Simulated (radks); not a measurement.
Species: Au II. Configuration: [Xe] 4f14 5d10 (the NIST ground configuration). All-electron calculation, Dirac Kohn-Sham, BLYP, spin-unpolarised, spherical densities, finite nucleus; Fermi nuclear charge, rms radius 5.4371 fm. Program: a radial shooting solver on a logarithmic mesh with Libxc functionals.

Normalised radial functions P(r) = r R(r) (large component), r in bohr:

```
   r/bohr * 5s1/2, o 4f5/2, + 5p3/2 (the largest magnitude, 1.46, reaches the edge; | marks zero, & curves that meet)
 0.002682                             &  *
 0.003577                             &  *
 0.004771                             &   *
 0.006414                             o+  *
 0.008555                             o+  *
  0.01141                             o +*
  0.01522                             o *+
   0.0203                             &   +
  0.02707                          *  o    +
  0.03611                        *    o    +
  0.04816                       *     |o   +
  0.06423                         *   |o+
  0.08567                           + | *o
   0.1143                       +     |     o*
   0.1524                      +      |       *  o
   0.2033                           + |*                o
   0.2711                   *         |      +                o
   0.3616                 *           |          +               o
   0.4823                             *   +                    o
   0.6484                   +         |                * o
   0.8648         +                   |          o           *
    1.153          +                  |    o           *
    1.538                 +           | o     *
    2.052                        +    o *
    2.737                            +&
     3.65                             &
    4.868                             &
```

5s1/2: eigenvalue -116.55 eV, 4 radial nodes at r = 0.0198, 0.0797, 0.207, 0.480 bohr, <r> = 0.928 bohr, 90 % of the charge inside 1.33 bohr. 4f5/2: eigenvalue -91.423 eV, 0 radial nodes, <r> = 0.495 bohr, 90 % of the charge inside 0.796 bohr. 5p3/2: eigenvalue -63.826 eV, 3 radial nodes at r = 0.0752, 0.216, 0.528 bohr, <r> = 1.10 bohr, 90 % of the charge inside 1.61 bohr.
